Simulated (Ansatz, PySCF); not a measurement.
CH4O (SMILES CO) and C2H3N (SMILES CC#N) are pulled apart as rigid monomers along the line of their centres of mass, from the B3LYP-D3(BJ)/def2-TZVP minimum. Starting geometry (charge 0, multiplicity 1):
```xyz
12

C     -0.581     0.187    -0.744
O      0.253    -0.739    -0.077
H     -1.634     0.086    -0.451
H     -0.506    -0.014    -1.813
H     -0.274     1.226    -0.569
H      0.193    -0.565     0.873
C     -0.286     0.481     5.356
C     -0.177     0.201     3.935
N     -0.089    -0.022     2.812
H     -0.486     1.541     5.513
H     -1.101    -0.100     5.789
H      0.643     0.218     5.861
```

Interaction energies with rigid monomers; basis-set methods are counterpoise corrected unless marked otherwise.

Cores are frozen in the correlated methods. Rows in 6-31G* carry no dispersion term and start afresh at each structure (6-31G* with six Cartesian d functions).

Run with Ansatz (Gaussian orbitals); PySCF for 6-31G* rows, the dispersion terms. Each number belongs to the level named beside it.

```
H6···N9 (Å)  BP86/6-31G* (no counterpoise) (kcal/mol)  r2SCAN-D4/def2-TZVPPD (kcal/mol)  B3LYP/def2-TZVPPD (kcal/mol)  PBE0/def2-TZVPPD (kcal/mol)  MP2/aug-cc-pVDZ (kcal/mol)
-----------  ----------------------------------------  --------------------------------  ----------------------------  ---------------------------  --------------------------
1.84                                            -4.39                             -4.65                         -3.55                        -4.21                       -3.97
2.03                                            -5.14                             -5.23                         -4.37                        -4.84                       -4.89
2.33                                            -4.58                             -4.63                         -3.99                   (withheld)                       -4.56
2.83                                            -3.00                             -3.05                         -2.65                        -2.87                       -3.09
3.64                                       (withheld)                             -1.54                         -1.34                        -1.45                       -1.56
```

Question: Complete the blanks.

Answer: 
- 2.33, PBE0/def2-TZVPPD (kcal/mol): -4.31
- 3.64, BP86/6-31G* (no counterpoise) (kcal/mol): -1.44

Ansatz is an electronic-structure program.
